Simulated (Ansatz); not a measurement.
**MoCl2O2 (molybdenum dichloride dioxide): methods side by side**

MoCl2O2 has 5 atoms, charge 0, and is taken as a singlet. SMILES: `O=[Mo](=O)(Cl)Cl`. Geometry: optimised at r2SCAN/def2-SVP.

```xyz
5

O     0.1630   -0.1967    1.7206
Mo    0.0659   -0.0597    0.0538
O     1.2348   -1.0819   -0.5749
Cl   -1.9787   -0.7328   -0.6413
Cl    0.5150    2.0711   -0.5582
```

Quantity: the adiabatic ionisation energy (to the doublet cation, shapes relaxed at r2SCAN/def2-SVP, no zero-point term), in eV. The values are calculated.

```
                            level                 kind  program  value (eV)  CPU time (all runs)
     HF/def2-SVP (core potential)         Hartree–Fock   Ansatz       10.07                 17 s
  SVWN5/def2-SVP (core potential)                  LDA   Ansatz       11.62                8.3 s
   BLYP/def2-SVP (core potential)                  GGA   Ansatz       11.14                 20 s
 r2SCAN/def2-SVP (core potential)             meta-GGA   Ansatz       11.61                 44 s
PBE0-D4/def2-SVP (core potential)        global hybrid   Ansatz       11.74                 14 s
 B2PLYP/def2-SVP (core potential)        double hybrid   Ansatz       12.09                 24 s
RPA@PBE/def2-SVP (core potential)                  RPA   Ansatz       11.30                 20 s
    MP2/def2-SVP (core potential)  perturbation theory   Ansatz       14.21                 25 s
```

Spin-orbit coupling, which can split open shells on such heavy atoms by tenths of an eV, is left out. The values span 10.07 to 14.21 eV. Spin contamination of the reference (⟨S²⟩ at least 0.1 too high) touches HF/def2-SVP, B2PLYP/def2-SVP, MP2/def2-SVP. Times are those of the runs behind each value, whatever else they computed, on shared processors of several kinds: orders of magnitude only.
